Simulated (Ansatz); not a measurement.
Relaxation of AlBrH₄O (7 atoms, charge 0, multiplicity 1), to a largest force component of 0.03 eV/Å in at most 50 steps.

The calculation used RKS PBE/def2-SVP in Ansatz 0.2.0.

```xyz
7
Properties=species:S:1:pos:R:3:forces:R:3
Al 0.058 0.491 -0.453 -0.01 0.55 0.91
O -0.028 -0.101 2.444 0.06 0.62 -0.61
H -0.982 -0.225 2.617 -0.01 -0.02 0.00
H 1.464 -0.120 -0.869 0.00 0.00 -0.01
H -1.386 -0.099 -0.764 0.00 0.00 0.00
Br 0.077 2.707 0.432 -0.01 -0.67 -0.29
H 0.068 0.886 2.494 -0.03 -0.48 -0.01
```

Task: Where does it end, and by what steps?

Result: The forces met the threshold. After 8 steps the energy has fallen by 0.681 eV; O2 moved furthest, 0.51 Å. Joined: Al1–O2 (2.96 → 2.03 Å).

```csv
step,energy less start (eV),largest force component (eV/Å),accepted
0,0.0000,0.912,yes
1,-0.2072,1.006,yes
2,-0.4780,1.099,yes
3,-0.6025,1.293,yes
4,-0.6673,0.454,yes
5,-0.6764,0.185,yes
6,-0.6786,0.158,yes
7,-0.6806,0.045,yes
8,-0.6809,0.013,yes
```

```xyz
7
Properties=species:S:1:pos:R:3
Al 0.026 0.447 -0.039
O -0.013 0.018 1.948
H -0.874 -0.335 2.250
H 1.394 -0.166 -0.577
H -1.420 -0.100 -0.461
Br 0.104 2.744 0.454
H 0.055 0.930 2.325
```

Whether the end is a true minimum wasn't checked by a vibrational analysis.

Run time: 12 s on 2 threads of Arm Neoverse V2, on a shared host, peak memory 0.12 GiB.
